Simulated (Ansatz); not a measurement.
Isolated molecules relaxed with PBE0-D4/def2-TZVP in Ansatz; ΔE leaves out vibrations. CCSD(T)/CBS adds triple-zeta CCSD(T) − MP2 to the extrapolated MP2 energy (def2 sets, frozen cores). Functionals use def2-TZVPP. Elements past krypton have def2 core potentials. For I outer-core shells are correlated without core-valence functions, which leaves a few kJ/mol of doubt a bond. One conformer a species, not always the lowest.

Reaction (redistribution): `NC[SiH](Cl)I` + `C[O][Al]([OH])[OH]` → `CO[SiH](Cl)I` + `N[CH2][Al]([OH])[OH]`

`NC[SiH](Cl)I`:

Z-matrix (Å, degrees):
```
C
Si 1 1.873
N 1 1.454 2 108.8
H 1 1.101 2 109.1 3 -127.2
H 1 1.094 2 106.7 3 118.0
I 2 2.429 1 110.7 3 -68.7
Cl 2 2.054 1 109.0 3 170.3
H 2 1.481 1 111.8 3 51.3
H 3 1.011 1 111.5 2 -73.1
H 3 1.011 1 111.6 2 166.4
```

`C[O][Al]([OH])[OH]`:

```xyz
10

C    -1.212   -0.682    1.189
O    -0.853    0.031    0.040
Al    0.606    0.407   -0.698
O     0.638    1.317   -2.121
O     2.049   -0.133   -0.006
H    -0.343   -1.083    1.723
H    -1.865   -1.520    0.922
H    -1.764   -0.032    1.877
H    -0.159    1.638   -2.539
H     2.904    0.055   -0.388
```

`CO[SiH](Cl)I`:

Z-matrix (Å, degrees):
```
C
O 1 1.416
H 1 1.090 2 107.6
H 1 1.093 2 110.9 3 119.2
H 1 1.095 2 111.3 3 -119.2
Si 2 1.620 1 124.7 3 177.7
I 6 2.414 2 106.9 1 176.3
Cl 6 2.048 2 110.4 1 56.0
H 6 1.477 2 112.4 1 -63.0
```

`N[CH2][Al]([OH])[OH]`:

Cartesian coordinates in Å:
```
N 1.288 1.140 -0.114
C 0.871 -0.225 0.227
Al -1.077 -0.393 0.023
O -1.923 -1.857 0.111
O -2.009 0.995 -0.257
H 1.154 1.323 -1.100
H 2.273 1.283 0.074
H 1.430 -1.021 -0.289
H 1.069 -0.383 1.296
H -1.505 -2.707 0.228
H -1.571 1.845 -0.200
```

Question: Is it downhill or uphill in electronic energy at CCSD(T)/CBS, and by how much? (An estimate is asked.)

Answer: The calculation gave: Uphill: ΔE = +10.3 kcal/mol.

Question: What do these levels give: ωB97X-V, B2PLYP, HF/def2-TZVPP, MP2/def2-TZVPP, MP2/CBS(def2), CCSD/CBS(def2)? (Best estimate.)

Answer: Computed: ωB97X-V 10.1, B2PLYP 10.4, HF/def2-TZVPP 11.3, MP2/def2-TZVPP 11.0, MP2/CBS(def2) 10.7, CCSD/CBS(def2) 10.6 kcal/mol.

Largest T1 diagnostic among the species: 0.012.
